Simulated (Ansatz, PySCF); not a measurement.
Pulling on the Si4–H5 bond in BeH4OSi (SMILES [BeH][O][SiH3]) (multiplicity 1 held, fragments rigid). Energies count from the point at 1.481 Å.
Geometry at that point (charge 0, multiplicity 1):
```tsv
atom	x (Å)	y (Å)	z (Å)
Be	-1.5733	-0.9306	1.0320
H	-2.5663	-1.5179	1.6833
O	-0.5220	-0.3087	0.3424
Si	0.7004	0.4143	-0.4594
H	0.7902	-0.1299	-1.8341
H	1.9793	0.1660	0.2455
H	0.4603	1.8742	-0.5299
```

Unrestricted levels (U-) break spin symmetry where that is lower. Active spaces are followed from a long bond inwards. Levels need not reach the same state.

Correlated levels freeze the cores. Rows in 3-21G, 6-31G* carry no dispersion term and start afresh at each structure (6-31G* with six Cartesian d functions). MP2/6-31G* freezes PySCF's default core, which is smaller on s-block atoms.

Codes used: Ansatz (Gaussian orbitals); PySCF for 3-21G rows, 6-31G* rows. Values without a source in brackets are computed.

Other levels give for the energy at R = 4.740 Å: U-PBE/cc-pV(T+d)Z 91.30; U-B3LYP/cc-pV(T+d)Z 95.72; U-wB97X-V/cc-pV(T+d)Z 97.85; FIC-MRCISD+Q on CASSCF(2,2)/cc-pV(T+d)Z 96.95 kcal/mol.

Question: What do these common cheap choices give for the same quantity: R-HF/3-21G, R-HF/6-31G*, U-HF/6-31G*, R-B3LYP/6-31G*, U-B3LYP/6-31G*, R-MP2/6-31G*?

Answer: R-HF/3-21G 177.59; R-HF/6-31G* 178.80; U-HF/6-31G* 78.61; R-B3LYP/6-31G* 132.13; U-B3LYP/6-31G* 95.59; R-MP2/6-31G* 121.78 kcal/mol. They span 78.61 to 178.80 kcal/mol.

Doubts at one or more of the structures used: a restricted determinant that unrestricted orbitals would lower (R-HF/3-21G, R-HF/6-31G*, R-B3LYP/6-31G*, R-MP2/6-31G*); a spin-contaminated determinant (U-HF/6-31G*, U-B3LYP/6-31G*, U-PBE/cc-pV(T+d)Z, U-B3LYP/cc-pV(T+d)Z, U-wB97X-V/cc-pV(T+d)Z).

Ansatz is a quantum-chemistry and plane-wave program.
